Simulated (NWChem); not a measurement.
Species: AlH2OF; SMILES [OH][AlH][F]

```xyz
5

Al    -0.4527    -0.0177     0.0000
H     -2.0177    -0.0367     0.0000
F      0.4033    -1.4445     0.0000
O      0.3696     1.4583     0.0000
H      1.3169     1.6016     0.0000
```
Atoms are numbered in this order, from 1.

Computed with NWChem. Pople sets run with spherical d functions. Structure relaxed at the PBE0/def2-SVP level. B3LYP is NWChem's, with the RPA form of VWN correlation. Vertical excitations in the gas phase; the lowest state need not have the same character in each row.

For level BHandHLYP/6-31G*, full TDDFT:

```yaml
lowest excitation, singlet (eV): 8.10
lowest state with f > 0.02, singlet (eV): 8.32
orbital gap (eV): 11.35
```

Question: What are these values for level B3LYP/6-31G*, full TDDFT?

Answer: The lowest excitation, singlet (eV) is 7.31 and the lowest state with f > 0.02, singlet (eV) comes out as 7.31. The orbital gap (eV) is 8.44.
